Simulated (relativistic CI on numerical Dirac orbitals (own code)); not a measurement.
# Electric-dipole transitions in Yb⁶²⁺

These numbers are calculated, not measured: Dirac-Coulomb-Breit CI, orbitals from a KLI potential per configuration, model QED, unscaled Slater integrals (own radial code, finite nucleus).

CI space (outside the closed core 1s2): 2s²2p⁴, 2s2p⁵, 2p⁶, 2p⁵3s, 2p⁵3p, 2s²2p³3s, 2p⁵3d, 2s²2p³3p, 2s²2p³3d, 2s2p⁴3s, 2s2p⁴3p, 2s2p⁴3d, 2s²2p³4s, 2s²2p³4p, 2s²2p³4d, 2s²2p³4f. Levels of other configurations are missing.

| λ vac (Å) | Lower | Upper | A (s⁻¹) | gf | Branching (%) |
| --- | --- | --- | --- | --- | --- |
| 1.3230 | 2s²2p⁴ ¹D2 [4] | 2s²2p³3d ³F°3 [141] | 1.03e+15 | 1.89e+00 | 99.9 |
| 1.3237 | 2s²2p⁴ ³P2 [1] | 2s²2p³3d ³P°1 [68] | 1.02e+15 | 8.02e-01 | 86.6 |
| 1.3247 | 2s²2p⁴ ³P2 [1] | 2s²2p³3d ³P°2 [67] | 1.00e+15 | 1.32e+00 | 98.2 |
| 1.3252 | 2s²2p⁴ ³P2 [1] | 2s²2p³3d ³F°3 [66] | 1.15e+15 | 2.11e+00 | 98.3 |
| 1.3276 | 2s2p⁵ ¹P°1 [6] | 2s2p⁴3d ³D1 [189] | 1.17e+15 | 9.27e-01 | 67.4 |
| 1.3282 | 2s2p⁵ ³P°2 [5] | 2s2p⁴3d ³F3 [172] | 9.90e+14 | 1.83e+00 | 99.1 |
| 1.3295 | 2s2p⁵ ¹P°1 [6] | 2s2p⁴3d ³F2 [186] | 9.34e+14 | 1.24e+00 | 88.8 |
| 1.3310 | 2s²2p⁴ ³P2 [1] | 2s2p⁴3p ³D°2 [59] | 5.23e+14 | 6.94e-01 | 95.6 |
| 1.3311 | 2s2p⁵ ³P°2 [5] | 2p⁵3p ³D2 [170] | 8.88e+14 | 1.18e+00 | 70.7 |
| 1.3314 | 2s²2p⁴ ³P2 [1] | 2s2p⁴3p ³P°1 [57] | 6.76e+14 | 5.39e-01 | 90.1 |
| 1.3320 | 2s2p⁵ ³P°2 [5] | 2p⁵3p ³P1 [169] | 1.50e+15 | 1.19e+00 | 94.3 |
| 1.3348 | 2s2p⁵ ³P°2 [5] | 2s2p⁴3d ⁵F3 [164] | 4.96e+14 | 9.28e-01 | 98.2 |
| 1.3410 | 2s²2p⁴ ¹D2 [4] | 2s2p⁴3p ³F°3 [131] | 4.18e+14 | 7.89e-01 | 98.4 |
| 1.3452 | 2s²2p⁴ ³P2 [1] | 2s2p⁴3p ³D°3 [47] | 4.60e+14 | 8.73e-01 | 99.3 |
| 1.4776 | 2s²2p⁴ ³P1 [3] | 2s²2p³3d ³P°2 [81] | 8.34e+14 | 1.36e+00 | 83.7 |
| 1.4803 | 2s²2p⁴ ¹D2 [4] | 2s²2p³3d ³F°3 [82] | 9.87e+14 | 2.27e+00 | 99.8 |
| 1.4813 | 2s²2p⁴ ³P0 [7] | 2s²2p³3d ³D°1 [146] | 2.49e+15 | 2.46e+00 | 98.5 |
| 1.4815 | 2s2p⁵ ³P°2 [5] | 2s2p⁴3d ³D3 [111] | 1.08e+15 | 2.48e+00 | 98.9 |
| 1.4826 | 2s²2p⁴ ³P1 [3] | 2s²2p³3d ¹P°1 [78] | 1.04e+15 | 1.03e+00 | 60.5 |
| 1.4846 | 2s²2p⁴ ³P2 [1] | 2s²2p³3d ³D°3 [25] | 1.83e+15 | 4.24e+00 | 100.0 |
| 1.4850 | 2s²2p⁴ ¹D2 [4] | 2s²2p³3d ¹D°2 [80] | 1.50e+15 | 2.47e+00 | 97.8 |
| 1.4854 | 2s²2p⁴ ³P1 [3] | 2s²2p³3d ³D°2 [77] | 1.39e+15 | 2.29e+00 | 92.8 |
| 1.4855 | 2s²2p⁴ ¹D2 [4] | 2s²2p³3d ¹F°3 [79] | 1.22e+15 | 2.82e+00 | 99.5 |
| 1.4874 | 2s²2p⁴ ³P2 [1] | 2s²2p³3d ³D°2 [24] | 8.23e+14 | 1.37e+00 | 100.0 |
| 1.4908 | 2s2p⁵ ¹P°1 [6] | 2s2p⁴3d ¹D2 [114] | 1.95e+15 | 3.24e+00 | 96.1 |
| 1.4926 | 2s²2p⁴ ¹S0 [2] | 2s²2p³3d ³D°1 [26] | 1.13e+15 | 1.14e+00 | 92.0 |
| 1.4928 | 2s2p⁵ ³P°2 [5] | 2s2p⁴3d ³P2 [107] | 1.32e+15 | 2.21e+00 | 94.1 |
| 1.4935 | 2s2p⁵ ¹P°1 [6] | 2s2p⁴3d ³P1 [113] | 1.29e+15 | 1.29e+00 | 98.9 |
| 1.4938 | 2s2p⁵ ³P°1 [9] | 2s2p⁴3d ¹P1 [191] | 1.36e+15 | 1.37e+00 | 83.9 |
| 1.4944 | 2s2p⁵ ³P°2 [5] | 2s2p⁴3d ³D3 [106] | 7.68e+14 | 1.80e+00 | 98.2 |

Terms are leading LS components. Brackets give the number of a level in order of energy, since labels repeat. The list gives strong lines, with weight on those to low levels, without lines whose two gauges differ by over a factor of 2.5, among the lowest 200 of 342 levels, so that lines to higher ones, which can be the strongest, are missing. Levels whose partners in the same complex of configurations lie outside the list can be far off, and so can their lines. Rates are taken at the computed energies, electric ones in the length gauge.

At this charge energies of transitions that change n are usually good to better than 1 %, and those within a shell (Δn = 0) to a few per cent.

LS names give the leading component of a level, which can be under half, so a name can repeat, a term be missing and a line seem to break the LS rules.
